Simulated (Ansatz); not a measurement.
Program: Ansatz.

Input:

```yaml
crystal:
  periodic: [false, false, false]
  atoms:
    - { symbol: B, position_ang: [-0.5147, 0.3051, -0.7178] }
    - { symbol: Br, position_ang: [1.6344, -0.3179, -1.5329] }
    - { symbol: F, position_ang: [-1.4385, -0.514, -1.1611] }
    - { symbol: F, position_ang: [-0.6814, 1.6026, -0.8084] }
    - { symbol: H, position_ang: [1.2365, -0.5312, 0.4088] }
    - { symbol: "N", position_ang: [0.0582, -0.1769, 0.9221] }
    - { symbol: H, position_ang: [-0.4403, -0.9603, 1.3194] }
    - { symbol: H, position_ang: [0.1458, 0.5927, 1.5699] }
basis:
  gaussian: { orbitals: def2-SVP }
hamiltonian:
  xc: pbe0
neb:
  order_check: false
  images: 7
  f_tol: 0.03
  max_iterations: 60
  final_atoms:
    - { symbol: B, position_ang: [-0.5147, 0.3051, -0.7178] }
    - { symbol: Br, position_ang: [1.6344, -0.3179, -1.5329] }
    - { symbol: F, position_ang: [-1.4385, -0.514, -1.1611] }
    - { symbol: F, position_ang: [-0.6814, 1.6026, -0.8084] }
    - { symbol: H, position_ang: [1.2365, -0.5312, 0.4088] }
    - { symbol: "N", position_ang: [0.0582, -0.1769, 0.9221] }
    - { symbol: H, position_ang: [-0.4403, -0.9603, 1.3194] }
    - { symbol: H, position_ang: [0.1458, 0.5927, 1.5699] }
  initial_path:
    images:
      - { positions_ang: [[-0.5147, 0.3051, -0.7178], [1.6344, -0.3179, -1.5329], [-1.4385, -0.514, -1.1611], [-0.6814, 1.6026, -0.8084], [1.2365, -0.5312, 0.4088], [0.0582, -0.1769, 0.9221], [-0.4403, -0.9603, 1.3194], [0.1458, 0.5927, 1.5699]] }
      - { positions_ang: [[-0.5147, 0.3051, -0.7178], [1.6344, -0.3179, -1.5329], [-1.4385, -0.514, -1.1611], [-0.6814, 1.6026, -0.8084], [1.2365, -0.5312, 0.4088], [0.0582, -0.1769, 0.9221], [-0.4403, -0.9603, 1.3194], [0.1458, 0.5927, 1.5699]] }
      - { positions_ang: [[-0.5147, 0.3051, -0.7178], [1.6344, -0.3179, -1.5329], [-1.4385, -0.514, -1.1611], [-0.6814, 1.6026, -0.8084], [1.2365, -0.5312, 0.4088], [0.0582, -0.1769, 0.9221], [-0.4403, -0.9603, 1.3194], [0.1458, 0.5927, 1.5699]] }
      - { positions_ang: [[-0.5147, 0.3051, -0.7178], [1.6344, -0.3179, -1.5329], [-1.4385, -0.514, -1.1611], [-0.6814, 1.6026, -0.8084], [1.2365, -0.5312, 0.4088], [0.0582, -0.1769, 0.9221], [-0.4403, -0.9603, 1.3194], [0.1458, 0.5927, 1.5699]] }
      - { positions_ang: [[-0.5147, 0.3051, -0.7178], [1.6344, -0.3179, -1.5329], [-1.4385, -0.514, -1.1611], [-0.6814, 1.6026, -0.8084], [1.2365, -0.5312, 0.4088], [0.0582, -0.1769, 0.9221], [-0.4403, -0.9603, 1.3194], [0.1458, 0.5927, 1.5699]] }
      - { positions_ang: [[-0.5147, 0.3051, -0.7178], [1.6344, -0.3179, -1.5329], [-1.4385, -0.514, -1.1611], [-0.6814, 1.6026, -0.8084], [1.2365, -0.5312, 0.4088], [0.0582, -0.1769, 0.9221], [-0.4403, -0.9603, 1.3194], [0.1458, 0.5927, 1.5699]] }
      - { positions_ang: [[-0.5147, 0.3051, -0.7178], [1.6344, -0.3179, -1.5329], [-1.4385, -0.514, -1.1611], [-0.6814, 1.6026, -0.8084], [1.2365, -0.5312, 0.4088], [0.0582, -0.1769, 0.9221], [-0.4403, -0.9603, 1.3194], [0.1458, 0.5927, 1.5699]] }
      - { positions_ang: [[-0.5147, 0.3051, -0.7178], [1.6344, -0.3179, -1.5329], [-1.4385, -0.514, -1.1611], [-0.6814, 1.6026, -0.8084], [1.2365, -0.5312, 0.4088], [0.0582, -0.1769, 0.9221], [-0.4403, -0.9603, 1.3194], [0.1458, 0.5927, 1.5699]] }
      - { positions_ang: [[-0.5147, 0.3051, -0.7178], [1.6344, -0.3179, -1.5329], [-1.4385, -0.514, -1.1611], [-0.6814, 1.6026, -0.8084], [1.2365, -0.5312, 0.4088], [0.0582, -0.1769, 0.9221], [-0.4403, -0.9603, 1.3194], [0.1458, 0.5927, 1.5699]] }
```

Run as:

```bash
$ ansatz run input.yaml --threads 2 --pin off --max-ram 3072MiB --backend cpu --events-out ev --progress --plain --runs-dir out
```

Q: What happens?

A: The program refused the input.

```
Error: invalid value for `neb.final_atoms`: is identical to crystal.atoms — the two endpoints must differ for a path to exist
```
